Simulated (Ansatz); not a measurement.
Relaxation of Li₄H₃ with UKS PBE-D4/def2-TZVP.

```sh
$ ansatz run in.yaml --threads 4 --pin off --events-out ev --progress --plain --max-ram 3916MiB
```

```yaml
crystal:
  periodic: [false, false, false]
  atoms:
    - {symbol: Li, position_ang: [1.475600, 0.829360, 0.237530]}
    - {symbol: Li, position_ang: [0.000100, -1.273460, 1.262630]}
    - {symbol: Li, position_ang: [0.333780, -1.261630, -1.183390]}
    - {symbol: Li, position_ang: [-1.400850, 0.513190, -0.187170]}
    - {symbol: H, position_ang: [1.336110, 0.148500, -1.212670]}
    - {symbol: H, position_ang: [-2.722010, 0.959670, -0.502930]}
    - {symbol: H, position_ang: [0.977270, 0.084360, 1.586000]}
basis:
  gaussian: {orbitals: def2-TZVP}
magnetization: {spin_polarized: true, initial_magnetization: 1}
hamiltonian: {xc: pbe, dispersion: d4}
scf: {omitted_lower_state_checks: [starts]}
output: {orbitals: {seedname: orbitals}}
relax: {f_tol: 0.02, max_steps: 100}
```

It took 12 s on 4 threads of Arm Neoverse V2 on a shared host.

Positions (Å) and forces (eV/Å) at steps 1, 2, 3, 4, 5, 6, 7, 8, 9, 10, 11, 12, 13, 14, 15, 16, 17 of 17:

```xyz
7
step=1 energy=-862.5731 eV
Li    1.476    0.829    0.238    0.508    0.302    0.120
Li    0.000   -1.273    1.263    0.077   -0.240    0.911
Li    0.334   -1.262   -1.183    0.330   -0.132   -0.869
Li   -1.401    0.513   -0.187    1.225   -0.247    0.315
H     1.336    0.148   -1.213   -0.338   -0.157   -0.372
H    -2.722    0.960   -0.503   -1.446    0.523   -0.358
H     0.977    0.084    1.586   -0.356   -0.050    0.253
7
step=2 energy=-862.9971 eV
Li    1.557    0.833    0.250    0.245   -0.026    0.045
Li    0.029   -1.339    1.444    0.082   -0.122    0.304
Li    0.403   -1.312   -1.354    0.136   -0.075   -0.284
Li   -1.387    0.546   -0.180    0.612   -0.109    0.149
H     1.280    0.160   -1.252   -0.223    0.033   -0.143
H    -2.801    1.004   -0.524   -0.613    0.221   -0.160
H     0.919    0.109    1.617   -0.237    0.079    0.088
7
step=3 energy=-863.1946 eV
Li    1.640    0.747    0.261   -0.028   -0.126   -0.006
Li    0.076   -1.407    1.619    0.075   -0.002    0.014
Li    0.463   -1.359   -1.523    0.042    0.000   -0.002
Li   -1.276    0.576   -0.159    0.254    0.099    0.039
H     1.132    0.231   -1.311   -0.171    0.039    0.108
H    -2.796    1.013   -0.537   -0.020   -0.048   -0.013
H     0.761    0.198    1.650   -0.152    0.038   -0.139
7
step=4 energy=-863.3413 eV
Li    1.677    0.690    0.266   -0.109   -0.068   -0.060
Li    0.125   -1.457    1.635   -0.011   -0.150    0.258
Li    0.483   -1.397   -1.536    0.019    0.024   -0.163
Li   -1.114    0.671   -0.138    0.144    0.271   -0.049
H     0.953    0.280   -1.284   -0.137    0.034    0.189
H    -2.716    0.956   -0.530    0.177   -0.174    0.039
H     0.591    0.257    1.587   -0.083    0.064   -0.214
7
step=5 energy=-863.4432 eV
Li    1.685    0.663    0.259   -0.213   -0.276   -0.006
Li    0.132   -1.508    1.760    0.028    0.297   -0.238
Li    0.480   -1.393   -1.612   -0.056    0.179    0.185
Li   -0.979    0.808   -0.148    0.086   -0.003    0.016
H     0.831    0.309   -1.240   -0.064    0.033    0.115
H    -2.632    0.857   -0.520    0.262   -0.186    0.046
H     0.484    0.263    1.502   -0.043   -0.044   -0.118
7
step=6 energy=-863.5753 eV
Li    1.678    0.582    0.260   -0.122   -0.223    0.018
Li    0.108   -1.467    1.723   -0.045    0.305   -0.172
Li    0.431   -1.351   -1.592   -0.127    0.132    0.063
Li   -0.846    0.864   -0.131   -0.104    0.005    0.042
H     0.735    0.352   -1.202    0.098    0.052    0.044
H    -2.497    0.717   -0.495    0.251   -0.229    0.034
H     0.391    0.304    1.437    0.050   -0.043   -0.030
7
step=7 energy=-863.6985 eV
Li    1.671    0.505    0.267    0.046   -0.158    0.012
Li    0.042   -1.379    1.702   -0.113    0.112   -0.037
Li    0.345   -1.283   -1.618   -0.181    0.089   -0.029
Li   -0.784    0.883   -0.108   -0.090    0.097    0.037
H     0.733    0.384   -1.187    0.106    0.086   -0.004
H    -2.389    0.556   -0.478    0.195   -0.296    0.011
H     0.381    0.333    1.422    0.036    0.070    0.010
7
step=8 energy=-863.8353 eV
Li    1.683    0.440    0.273    0.136   -0.125   -0.019
Li   -0.030   -1.313    1.702   -0.175   -0.072    0.107
Li    0.242   -1.214   -1.649   -0.235    0.136   -0.061
Li   -0.742    0.919   -0.089   -0.091    0.145   -0.020
H     0.754    0.421   -1.184    0.078    0.089   -0.023
H    -2.294    0.384   -0.475    0.262   -0.341    0.000
H     0.387    0.364    1.422    0.025    0.169    0.016
7
step=9 energy=-864.0000 eV
Li    1.694    0.385    0.275    0.169   -0.128    0.020
Li   -0.100   -1.267    1.727   -0.171   -0.021    0.031
Li    0.134   -1.141   -1.679   -0.335    0.112   -0.032
Li   -0.704    0.957   -0.080   -0.102    0.089   -0.001
H     0.773    0.456   -1.185    0.068    0.128   -0.025
H    -2.189    0.219   -0.478    0.369   -0.354   -0.021
H     0.392    0.390    1.421    0.001    0.174    0.029
7
step=10 energy=-864.1810 eV
Li    1.704    0.340    0.281    0.107   -0.186   -0.058
Li   -0.161   -1.223    1.735   -0.162   -0.026   -0.122
Li    0.015   -1.076   -1.699   -0.317    0.344    0.313
Li   -0.672    0.988   -0.068   -0.076    0.000   -0.047
H     0.788    0.487   -1.183    0.008    0.032   -0.061
H    -2.068    0.066   -0.490    0.457   -0.355   -0.055
H     0.395    0.418    1.424   -0.017    0.192    0.032
7
step=11 energy=-864.3900 eV
Li    1.706    0.289    0.274    0.079   -0.191   -0.021
Li   -0.215   -1.192    1.719   -0.111    0.070   -0.240
Li   -0.101   -1.000   -1.655   -0.367    0.308    0.368
Li   -0.647    1.018   -0.061   -0.043   -0.058   -0.012
H     0.797    0.514   -1.187   -0.004    0.051   -0.052
H    -1.932   -0.072   -0.512    0.499   -0.336   -0.080
H     0.393    0.444    1.422   -0.053    0.157    0.036
7
step=12 energy=-864.6145 eV
Li    1.704    0.238    0.272    0.033   -0.185   -0.022
Li   -0.263   -1.158    1.684   -0.076    0.115   -0.350
Li   -0.218   -0.936   -1.604   -0.265    0.282    0.435
Li   -0.624    1.045   -0.050   -0.022   -0.110   -0.017
H     0.800    0.534   -1.189   -0.028    0.029   -0.050
H    -1.784   -0.196   -0.535    0.432   -0.254   -0.033
H     0.385    0.474    1.422   -0.074    0.123    0.038
7
step=13 energy=-864.7831 eV
Li    1.704    0.169    0.266   -0.007   -0.075   -0.024
Li   -0.313   -1.130    1.551   -0.131    0.103   -0.280
Li   -0.321   -0.881   -1.465    0.252   -0.045   -0.089
Li   -0.607    1.071   -0.040    0.008   -0.028   -0.024
H     0.797    0.557   -1.198   -0.047    0.010    0.017
H    -1.622   -0.308   -0.536   -0.047   -0.007    0.393
H     0.362    0.521    1.423   -0.028    0.041    0.007
7
step=14 energy=-864.9187 eV
Li    1.702    0.141    0.252   -0.016   -0.049    0.025
Li   -0.414   -1.099    1.416   -0.183    0.172   -0.333
Li   -0.284   -0.881   -1.454    0.174   -0.045   -0.041
Li   -0.589    1.109   -0.049    0.019   -0.068    0.028
H     0.785    0.577   -1.194   -0.072    0.041   -0.063
H    -1.548   -0.382   -0.371    0.030   -0.067    0.335
H     0.348    0.535    1.401    0.048    0.016    0.049
7
step=15 energy=-865.0271 eV
Li    1.697    0.119    0.236   -0.022   -0.043    0.038
Li   -0.543   -1.046    1.287   -0.017    0.110   -0.119
Li   -0.258   -0.884   -1.448    0.146   -0.053   -0.030
Li   -0.566    1.129   -0.043    0.013   -0.066    0.037
H     0.764    0.605   -1.210   -0.083    0.042   -0.052
H    -1.450   -0.464   -0.225   -0.090    0.019    0.091
H     0.356    0.541    1.402    0.053   -0.009    0.035
7
step=16 energy=-865.0221 eV rejected
Li    1.685    0.095    0.186    0.067    0.051    0.086
Li   -0.592   -1.017    1.255    0.007    0.022    0.021
Li   -0.154   -0.925   -1.350   -0.073   -0.020   -0.230
Li   -0.575    1.128   -0.015    0.006    0.001   -0.066
H     0.715    0.660   -1.228    0.027   -0.032    0.035
H    -1.476   -0.446   -0.244   -0.001   -0.016    0.134
H     0.396    0.505    1.397   -0.033   -0.006    0.019
7
step=17 energy=-865.0401 eV
Li    1.694    0.104    0.228   -0.004    0.000    0.001
Li   -0.569   -1.015    1.264    0.007    0.013   -0.012
Li   -0.203   -0.908   -1.434   -0.003   -0.003   -0.005
Li   -0.568    1.120   -0.035    0.004   -0.012    0.011
H     0.730    0.632   -1.219    0.009    0.001   -0.004
H    -1.466   -0.458   -0.213   -0.013   -0.005    0.000
H     0.382    0.525    1.408    0.000    0.006    0.009
```

The structure comes from a short search, and lower isomers may exist.
